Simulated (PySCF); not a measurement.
SSi, neutral, multiplicity 1.

```xyz
2

Si     0.0000     0.0000    -1.0408
S      0.0000     0.0000     0.9107
```

Coordinates come from a PBE-D3(BJ)/def2-TZVPD optimisation.

These are B3LYP/pcSseg-2 run with PySCF values and carry that method's errors. Non-relativistic, no solvent.

Computed absolute GIAO shielding of each atom: isotropic value and principal components (ppm):
```csv
atom,σ(iso),σ11,σ22,σ33,span
Si1,-91.5,-577.4,-577.4,880.3,1457.6
S2,-175.9,-794.3,-794.3,1060.7,1854.9
```
